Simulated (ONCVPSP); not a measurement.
antimony (Sb): one change to an ONCV potential, before and after

| Quantity | Value |
| --- | --- |
| Element | antimony |
| Generator | ONCVPSP 4.0.1 |
| Type | optimised norm-conserving Vanderbilt (ONCV) |
| Functional | LDA (Perdew-Wang 92) |
| Relativity | scalar-relativistic |
| Frozen core | [Ar] 3d10 |
| Valence charge | 23 |
| Reference configuration | 4s2 4p6 4d10 5s2 5p3 |
| Partial waves | 4s+5s: rc 1.50 bohr, ncon 4, nbas 9, qcut 10.1 1/bohr, 2 projectors; 4p+5p: rc 1.55 bohr, ncon 4, nbas 9, qcut 7.8 1/bohr, 3 projectors, debl 1 Ha; 4d: rc 1.15 bohr, ncon 3, nbas 8, qcut 11.1 1/bohr, 3 projectors, debl 1 Ha; f scattering state at 0.36 Ha: rc 1.50 bohr, ncon 3, nbas 7, qcut 6.9 1/bohr, 2 projectors, debl 0.4 Ha |
| Local potential | polynomial inside 0.85 bohr (lpopt 5, dvloc0 0 Ha) |
| Core correction | none |

In the d channel the program set the typed energies aside and used -1.233, 0.250, 1.250 Ha.

Change: local potential polynomial inside 0.85 bohr (lpopt 5, dvloc0 1 Ha).

Cutoffs: the cutoffs (Ha) at which the residual kinetic energy of the hardest occupied pseudo-wave falls to 1 and 0.1 mHa per electron; they do not see the model core or the augmentation charge, which bear on the density cutoff. Errors are all-electron minus pseudo energies relative to the spin-unpolarised reference configuration.

Task: Predict the effect on cutoff, ghosts and configuration errors.

Result: The potential gets neither clearly harder nor softer (47 Ha and 54 Ha → 47 Ha and 54 Ha); the errors of the 4 common tests hardly move; neither file shows a bound ghost.

| quantity | base | changed |
| --- | --- | --- |
| cutoff, loose | 47 Ha | 47 Ha |
| cutoff, tight | 54 Ha | 54 Ha |
| bound ghosts | none | none |
| GHOST(+) flags under 300 eV | s at 147.3 eV | s at 159.3 eV |
| error for 4s2 4p6 4d10 5s2 5p2, meV [ΔE 8.51 eV] | -1.9 | -1.9 |
| error for 4s2 4p6 4d10 5s2 5p1, meV [ΔE 24.76 eV] | -5.7 | -5.7 |
| error for 4s2 4p6 4d10 5s2 5p0, meV [ΔE 49.54 eV] | -12 | -12 |
| error for 4s2 4p5 4d10 5s2 5p3, meV [ΔE 109.78 eV] | -102 | -102 |
| s: phases at 1.52 bohr within 0.05 rad from the reference energy up to (Ha; the scan ends near 5) | 4.8 | to the end of the scan |
| p: phases at 1.58 bohr within 0.05 rad from the reference energy up to (Ha; the scan ends near 5) | to the end of the scan | to the end of the scan |
| d: phases at 1.17 bohr within 0.05 rad from the reference energy up to (Ha; the scan ends near 5) | to the end of the scan | to the end of the scan |
| f: phases at 1.52 bohr within 0.05 rad from the reference energy up to (Ha; the scan ends near 5) | 3.4 | 3.5 |
